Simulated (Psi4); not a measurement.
Noncovalent pair: HCl (SMILES Cl) (first 2 atoms) with Si2H6 (SMILES [SiH3][SiH3]); geometry from B3LYP-D3(BJ)/def2-TZVP.
(charge 0, multiplicity 1):
```csv
atom,x (Å),y (Å),z (Å)
Cl,1.0490,0.6438,-0.3519
H,-0.0039,0.9067,0.3381
Si,0.9652,-0.5910,3.3593
Si,-1.1181,0.4683,3.1579
H,2.0587,0.3766,3.1142
H,1.0666,-1.7104,2.3957
H,1.0921,-1.1256,4.7373
H,-1.2354,1.5947,4.1143
H,-2.2250,-0.4876,3.3987
H,-1.3029,1.0263,1.7897
```

Computed with SAPT0/jun-cc-pV(D+d)Z (Psi4 1.11).

Question: Give the four SAPT terms and the total, and say what mostly holds the pair together.

Answer: electrostatics -1.66, exchange 4.65, induction -1.39, dispersion -1.91, total -0.31 kcal/mol; the largest attraction is dispersion.
